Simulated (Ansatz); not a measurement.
Ansatz (a quantum-chemistry and plane-wave program) input (RI-MP2/def2-TZVPP):
A basis named .json is the Basis Set Exchange file of that set.

Ansatz 0.2 input:
```yaml
crystal:
  periodic: [false, false, false]
  atoms:
    - {symbol: Mo, position_ang: [-0.00000000, -0.00000000, -0.26259173]}
    - {symbol: O, position_ang: [0.00000000, 0.00000000, 1.37860660]}
basis:
  gaussian:
    orbitals: def2-TZVPP
    fitting: {mean_field: def2-universal-jkfit, correlation: def2-TZVPP-RIFIT.json}
magnetization: {spin_polarized: true, initial_magnetization: 2}
correlation: {method: mp2, electrons: outside_noble_gas}
```

End of the output:

```
integrals: 0.02 GiB planned
332 factors; integrals over basis functions are off by at most 1.2e0 eV
252 factors; integrals over basis functions are off by at most 1.4e0 eV
mean field: 0.13 GiB planned
mean field evaluation 1: about -3868.3087 eV, gradient 3.6e1 eV
mean field evaluation 2: about -3857.7951 eV, gradient 6.8e1 eV
mean field evaluation 4: about -3873.7488 eV, gradient 1.7e0 eV
mean field evaluation 8: about -3874.1782 eV, gradient 6.8e-1 eV
mean field evaluation 16: about -3874.2413 eV, gradient 5.0e-1 eV
mean field evaluation 32: about -3873.9550 eV, gradient 3.2e-2 eV
mean field evaluation 64: about -3874.1945 eV, gradient 4.8e-1 eV
mean field evaluation 96: about -3874.2436 eV, gradient 1.6e0 eV
mean field evaluation 128: about -3874.0904 eV, gradient 1.8e0 eV
mean field evaluation 160: about -3873.7775 eV, gradient 2.8e0 eV
mean field evaluation 192: about -3873.9217 eV, gradient 5.3e-5 eV
mean field -3874.27388720 eV, -142.3769392774 hartree, gradient 2.6e-6 eV, S^2 2.913020; 21 other end points of the search recorded, 0 dependent functions left out
5 core orbitals not correlated
reference -3874.27388720 eV, -142.3769392774 hartree; 7, 5 occupied and 75, 77 virtual orbitals, 252 factors
second order -11.00066366 eV of doubles, -0.00000000 eV of singles
Total energy: -3885.27455086 eV, -142.7812062103 hartree
```

The spin state was set by rule; other spins were not relaxed.

The determinant is spin-contaminated: <S^2> is 2.91 against 2.00 for a pure state.
